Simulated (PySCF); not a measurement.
Compound: C₇H₁₃BN₂.
SMILES: `CN(C)[BH2-][n+]1ccccc1`

Torsions of this conformer, `[CH3:1][N:2]([CH3:3])[BH2-:4][n+:5]1[cH:6][cH:7][cH:8][cH:9][cH:10]1`: C1–N2–B4–N5 73°, N2–B4–N5–C6 84°.

The closed-shell ground state was solved at several levels (PySCF, density fitting, gas phase, non-relativistic). Isolated species at its PBE0-D3(BJ)/def2-SVP geometry (one conformer only).

```tsv
level	basis functions	HOMO (eV)	LUMO (eV)	gap (eV)	dipole (D)
PBE0/pcSseg-1	235	-5.31	-1.83	3.48	6.03
wB97X-D/def2-SVPD	304	-7.12	-0.18	6.94	6.26
```

(1) Estimate the row for KT2/pcSseg-1, a basis of 235 functions; the other rows only guide the guess.

(2) Over all these levels, which gives the widest orbital gap and which the narrowest?

(3) How far do the dipole and the HOMO energy spread over the levels?

Answers

(1) HOMO -4.35 eV, LUMO -2.57 eV, gap 1.78 eV, dipole 5.41 D.

(2) wB97X-D/def2-SVPD (range-separated hybrid) has the widest, 6.94 eV, and KT2/pcSseg-1 (GGA) the narrowest, 1.78 eV. Functional and basis both differ between the two, so the spread mixes both effects.

(3) The dipole runs from 5.41 to 6.26 D (mean 5.90 D) and the HOMO from -7.12 to -4.35 eV.
